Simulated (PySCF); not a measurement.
C5H7O, SMILES O=C1C[CH]CC1, multiplicity 2. The structure is a stationary point at PBE-D3(BJ)/def2-SVP. The isomer is the one that the SMILES or the coordinates give; other isomers of the formula were not compared. Other conformers were not sampled.

Computed equilibrium geometry at PBE-D3(BJ)/def2-SVP (PySCF confirms it by a frequency run) as bond lengths and angles (one conformer of several):
Atoms: O1 C2 C3 C4 C5 C6 H7 H8 H9 H10 H11 H12 H13. Bonds (Å): O1–C2 1.214, C2–C3 1.540, C2–C6 1.536, C3–C4 1.488, C3–H7 1.118, C3–H8 1.118, C4–C5 1.502, C4–H9 1.099, C5–C6 1.540, C5–H10 1.119, C5–H11 1.113, C6–H12 1.112, C6–H13 1.107. Bond angles (°): O1–C2–C3 125.7, O1–C2–C6 125.8, C3–C2–C6 108.5, C2–C3–C4 104.8, C2–C3–H7 109.0, C2–C3–H8 109.0, C4–C3–H7 115.1, C4–C3–H8 114.7, H7–C3–H8 104.1, C3–C4–C5 112.5, C3–C4–H9 124.0, C5–C4–H9 123.2, C4–C5–C6 105.0, C4–C5–H10 111.0, C4–C5–H11 112.5, C6–C5–H10 110.5, C6–C5–H11 113.1, H10–C5–H11 104.8, C2–C6–C5 106.3, C2–C6–H12 106.4, C2–C6–H13 110.3, C5–C6–H12 111.5, C5–C6–H13 115.7, H12–C6–H13 106.4.
Charge 0, spin multiplicity 2.
